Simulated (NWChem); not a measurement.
Correlation energy of CHF

```xyz
3

C      0.5606    -0.4527     0.0000
F     -0.5266     0.2642     0.0000
H      1.3753     0.3381     0.0000
```
Charge 0, spin multiplicity 1.

All runs are NWChem calculations. All single points use one geometry, from B3LYP/def2-SVP, a minimum by its harmonic frequencies.

Basis set: STO-3G. Each correlation energy counts from its own Hartree-Fock reference.

The correlated methods keep 2 core orbitals frozen. The structure started from a generated list of species. Coupled-cluster values serve here as a point of comparison, not as the truth.

| method | correlation energy (mHa) |
|---|---|
| MP2 | -66.0 |
| SCS-MP2 | -70.2 |
| CCSD | … |
| CCSD+T(CCSD) | -94.3 |
| CCSD(T) | … |
| CR-CCSD[T] | -93.8 |
| CR-CCSD(T) | … |
| CCSDT | -93.8 |

Problem. Some entries are withheld; supply them.

Solution. 
- CCSD, correlation energy (mHa): -88.0
- CCSD(T), correlation energy (mHa): -92.9
- CR-CCSD(T), correlation energy (mHa): -92.5
